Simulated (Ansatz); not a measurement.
# Worked example: the enthalpy of BBrCl2 + CHBrClF → BCl3 + CHBr2F

Species: BBrCl2 (bromodichloroborane) `ClB(Cl)Br`, singlet; CHBrClF (bromochlorofluoromethane) `FC(Cl)Br`, singlet; BCl3 (boron trichloride) `ClB(Cl)Cl`, singlet; CHBr2F (dibromofluoromethane) `FC(Br)Br`, singlet. The partners trade Br for Cl: B–Br and C–Cl bonds give way to B–Cl and C–Br.

Shapes, held fixed at every level: PBE0-D4/def2-TZVP. Programs: Ansatz 0.2.0. The zero-point and thermal terms to 298 K, harmonic and unscaled (PBE0-D4/def2-TZVP), stand in the table.

At B2PLYP/def2-TZVPP; 1 Eh = 2625.50 kJ/mol:

| species | energy (Eh) | H(298 K) − E (kJ/mol) | tabulated ΔfH (kJ/mol) |
| --- | --- | --- | --- |
| BBrCl2 | -3518.892298 | 33.3 | -336.8 |
| CHBrClF | -3172.367556 | 69.2 | -231.8 |
| BCl3 | -1405.210325 | 34.3 | -403.0 |
| CHBr2F | -5286.054468 | 68.1 | -179.5 |

**Question.** Work out the reaction enthalpy at 298 K from the calculation and from the table of heats.

**Answer.** 
1. Electronic: (-1405.210325) + (-5286.054468) − [(-3518.892298) + (-3172.367556)] = -0.004939 Eh = -13.0 kJ/mol.
2. Zero-point and thermal: (34.3) + (68.1) − [(33.3) + (69.2)] = -0.1 kJ/mol.
3. Computed ΔH = -13.1 kJ/mol.
4. From the heats of formation (Active Thermochemical Tables, NIST-JANAF tables): (-403.0) + (-179.5) − [(-336.8) + (-231.8)] = -13.9 kJ/mol.
5. Computed less tabulated: +0.8 kJ/mol. Tabulated heats carry uncertainties of their own. The tabulated value of BBrCl2 is in doubt (older tables, estimates, or at odds with other calculations) and kept here.

Relativity is left out for Br. Outer-core shells of Br are correlated, in sets that cover them unevenly.
